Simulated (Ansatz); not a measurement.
`[CH3][Mo](=[NH])(=[NH])[F]`, relaxed with RKS PBE0-D4/def2-TZVP in Ansatz from a PBE-D4/def2-SVP geometry. The force threshold is 0.005 eV/Å; the program also tests the step.

Total charge 0; spin multiplicity 1. Mo takes the def2 core potential.

Start:

```xyz
10

C    -0.192    0.007   -1.501
Mo    0.269    0.426    0.517
N    -1.274    0.310    1.312
N     1.291   -0.904    0.977
F     1.093    2.102    0.736
H    -0.881    0.797   -1.867
H    -0.676   -0.979   -1.641
H     0.756    0.026   -2.080
H    -1.934   -0.066    2.002
H     1.548   -1.719    1.546
```

| step | energy (eV) | largest force (eV/Å) | largest move (Å) |
| --- | --- | --- | --- |
| 1 | -8668.8715 | 0.844 | 0.000 |
| 2 | -8668.9186 | 0.185 | 0.032 |
| 3 | -8668.9211 | 0.033 | 0.013 |
| 4 | -8668.9213 | 0.016 | 0.005 |
| 5 | -8668.9214 | 0.012 | 0.006 |
| 6 | -8668.9214 | 0.004 | 0.004 |

End:

```xyz
10

C    -0.191    0.006   -1.491
Mo    0.269    0.426    0.517
N    -1.255    0.313    1.305
N     1.280   -0.888    0.975
F     1.087    2.093    0.726
H    -0.869    0.785   -1.852
H    -0.668   -0.966   -1.617
H     0.742    0.022   -2.062
H    -1.901   -0.088    1.972
H     1.507   -1.704    1.528
```

Hardware: 4 threads of a server CPU on a shared host. Wall time 24 s, peak host memory 0.47 GiB.
